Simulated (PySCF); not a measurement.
B3LYP on Hf⁺ (hafnium, charge +1), [Xe] 4f14 5d1 6s2, 2D determinant. Computed with PySCF 2.14 in aug-cc-pVTZ-PP with ECP60MDF, with scalar relativity through the core potential.

```
cycle= 1 E= -48.2107663305866  delta_E= -0.00715  |g|= 0.0271  |ddm|= 0.251
cycle= 2 E= -48.2122889743662  delta_E= -0.00152  |g|= 0.011  |ddm|= 0.0995
cycle= 3 E= -48.2134387709013  delta_E= -0.00115  |g|= 0.0102  |ddm|= 0.0797
cycle= 4 E= -48.2146144490137  delta_E= -0.00118  |g|= 0.00952  |ddm|= 0.0832
cycle= 5 E= -48.2155822513769  delta_E= -0.000968  |g|= 0.0158  |ddm|= 0.441
cycle= 6 E= -48.2166907474083  delta_E= -0.00111  |g|= 0.00311  |ddm|= 0.235
cycle= 7 E= -48.2168562147818  delta_E= -0.000165  |g|= 0.000501  |ddm|= 0.0722
cycle= 8 E= -48.2168537590742  delta_E= 2.46e-06  |g|= 0.000666  |ddm|= 0.0132
cycle= 9 E= -48.2168571246181  delta_E= -3.37e-06  |g|= 3.97e-05  |ddm|= 0.00987
cycle= 10 E= -48.21685713445  delta_E= -9.83e-09  |g|= 1.42e-05  |ddm|= 0.000738
cycle= 11 E= -48.216857136078  delta_E= -1.63e-09  |g|= 1.35e-06  |ddm|= 0.000188
cycle= 12 E= -48.2168571360901  delta_E= -1.2e-11  |g|= 2.06e-07  |ddm|= 2.06e-05
converged SCF energy = -48.2168571360901  <S^2> = 1.2519756  2S+1 = 2.4511023
```

Highest occupied orbital energy: -11.971 eV; ⟨L²⟩ = 7.88; populations by l: s 3.69, p 6.00, d 1.31, f 0.00.

(1) Can this result be used?

Results:

(1) Not for this state. Self-consistency was reached. ⟨L²⟩ = 7.88 against 6 for a pure D term, so this real determinant mixes terms. Energies and moments cover only the electrons outside the core potential. Spin-orbit coupling, absent here, splits the open shell strongly. ⟨S²⟩ = 1.25 against 0.75 shows spin contamination. The s, p, d and f populations moved away from the nominal configuration during the SCF.
